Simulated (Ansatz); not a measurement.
H$_{3}$AlS$_{2}$, singlet, geometry from GFN2-xTB (such geometries of metal compounds can be far from the true shape); PBE/aug-cc-pVTZ in Ansatz (a program for electronic structure).

Ansatz was given this input:
Ansatz 0.2 input:
```yaml
crystal:
  periodic: [false, false, false]
  atoms:
    - {symbol: Al, position_ang: [-0.47874165, -0.31391739, 0.28755684]}
    - {symbol: H, position_ang: [-1.62165151, -1.06333890, 0.97404724]}
    - {symbol: S, position_ang: [1.54290305, -0.61187567, 1.05924480]}
    - {symbol: H, position_ang: [1.08031978, -1.44729510, 1.98796763]}
    - {symbol: S, position_ang: [-0.97838745, 0.98203620, -1.39832188]}
    - {symbol: H, position_ang: [-2.26727643, 0.66899152, -1.27502047]}
basis:
  gaussian:
    orbitals: aug-cc-pVTZ
hamiltonian:
  xc: pbe
```

Problem. Write the output that Ansatz gives for this input, abridged.

Solution. 
```
Functional definition: PBE
1218 factors; their error is unknown
mean field evaluation 1: about -28304.2955 eV, gradient 2.9e1 eV
mean field evaluation 2: about -28303.9809 eV, gradient 3.3e1 eV
mean field evaluation 4: about -28306.8956 eV, gradient 2.4e0 eV
mean field evaluation 8: about -28306.8777 eV, gradient 4.1e-2 eV
mean field evaluation 16: about -28306.8777 eV, gradient 1.3e-5 eV
mean field -28306.87767865 eV, -1040.2585675997 hartree, gradient 1.3e-5 eV, S^2 0.000000; 0 other end points of the search recorded, 0 dependent functions left out
reference -28306.87774132 eV, -1040.2585699027 hartree; 24, 24 occupied and 195, 195 virtual orbitals, 1218 factors
Total energy: -28306.87774132 eV, -1040.2585699027 hartree
```
